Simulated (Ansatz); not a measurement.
This geometry of CH5FSSi (9 atoms, charge 0, multiplicity 1) is a first-order saddle point.

Method: RKS PBE/6-31G* (Ansatz 0.2.0).

```xyz
9
Properties=species:S:1:pos:R:3
F -1.509 1.413 -0.245
C -0.342 1.425 0.495
S -0.032 -0.180 1.337
Si 0.408 -1.424 -0.385
H 0.498 1.688 -0.170
H -0.428 2.170 1.305
H 1.876 -1.708 -0.510
H -0.321 -2.721 -0.229
H -0.061 -0.709 -1.614
```

Task: Which two structures does it join? (They come from a converged band through this point; their orientation in space is the band's.)

Result: No bond is made or broken. The dihedral C2–S3–Si4–H9 goes from 44 to -79°. The two ends are copies of one structure, up to a mirror image or an exchange of like atoms.

Image 0:

```xyz
9
Properties=species:S:1:pos:R:3
F -1.675 0.928 0.195
C -0.404 1.383 0.513
S 0.655 0.053 1.214
Si 0.489 -1.348 -0.426
H 0.058 1.792 -0.402
H -0.478 2.163 1.291
H 1.621 -2.313 -0.253
H -0.805 -2.101 -0.427
H 0.627 -0.603 -1.722
```

Image 8:

```xyz
9
Properties=species:S:1:pos:R:3
F -0.782 1.641 -0.678
C -0.214 1.407 0.566
S -0.600 -0.274 1.201
Si 0.209 -1.412 -0.452
H 0.879 1.536 0.480
H -0.631 2.120 1.299
H 1.521 -0.807 -0.861
H 0.409 -2.802 0.066
H -0.702 -1.456 -1.639
```

Task: How far does it lie above each of them?

Result: 0.075 eV above the first and 0.075 eV above the second. This is the barrier of this one path; another mechanism may lie lower.

Time of the run: 5.7 min on 1 thread of Arm Neoverse V1 (shared host), peak memory 0.26 GiB.
